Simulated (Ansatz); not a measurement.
Coupled-cluster diagnostics for Al₆N₆ (the lowest singlet isomer of a short search), Ansatz.

Geometry of the singlet (PBE-D4/def2-SVP):

```xyz
12

Al   -0.546    0.071    1.906
Al    0.380    0.121   -1.986
Al   -1.060    1.549   -0.600
Al   -0.912   -1.445   -0.496
Al    1.645   -1.001    0.477
Al    1.327    1.652    0.306
N    -1.477   -0.008   -1.508
N    -0.415    1.702    1.161
N    -1.007   -1.637    1.359
N     0.651    1.853   -1.414
N     0.528   -1.416    1.927
N     0.887   -1.440   -1.132
```

Correlated methods freeze 36 core orbitals. The structure comes from a short search, and lower isomers may exist.

Task: Estimate the CCSD(T) correlation energy, the shares of MP2 and (T), T1 and the reference's ⟨S²⟩ for: charge 0, singlet, own geometry in def2-SVP; and the rough time on 4 threads of Arm Neoverse V2 on a shared host.

Result: 
```tsv
state	basis	correlation (eV)	MP2 share (%)	(T) share (%)	T1	⟨S²⟩ (pure)	wall time	remarks
charge 0, singlet, own geometry	def2-SVP	-39.126	94.5	5.4	0.032	0.00 (0.00)	97 s	large T1 (0.032), restricted SCF unstable
```
Customary marks for T1 are 0.02 (closed shells), 0.045 (open shells) and about 0.05 (3d metals). T1 exceeds 0.02 in 1 of 1 rows and 0.045 in 0; the higher it lies, the less the single-reference result can be trusted.
